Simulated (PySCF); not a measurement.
Ge(OH)4 (GeH₄O₄), SMILES [OH][Ge]([OH])([OH])[OH].

Geometry: PBE0-D3(BJ)/def2-SVP. The isomer is the one that the SMILES or the coordinates give; other isomers of the formula were not compared. Other conformers were not sampled.

Two levels are set side by side: TDA-PBE/def2-SVPD (PySCF) and TDA-CAM-B3LYP/def2-SVPD (PySCF). Vertical, same geometry. The lowest singlet is HOMO→LUMO 99 % with PBE and HOMO→LUMO 89 % with the other functional; states are paired by order. Differences are taken from unrounded values.

```
quantity                               TDA-PBE
-------------------------------------  -------
lowest singlet excitation (eV)            6.10
lowest triplet excitation (TDA) (eV)      5.84
first bright state (f over 0.05) (eV)     6.59
its oscillator strength                   0.11
```

Q: These are the TDA-PBE values. What does TDA-CAM-B3LYP give? (An estimate is asked for; the answer gives what the named calculation found.)

A: 
```csv
quantity,TDA-CAM-B3LYP,TDA-PBE minus TDA-CAM-B3LYP
lowest singlet excitation (eV),7.46,-1.36
lowest triplet excitation (TDA) (eV),7.00,-1.16
first bright state (f over 0.05) (eV),7.93,-1.34
its oscillator strength,0.20,-0.09
```

Functionals without exact exchange tend to place singlet excitations lower, as here. Differences between two approximate levels are no errors against the true value.

Rough cost on one machine, each run with all the roots and properties that it gave: TDA-CAM-B3LYP against TDA-PBE about 3 times.
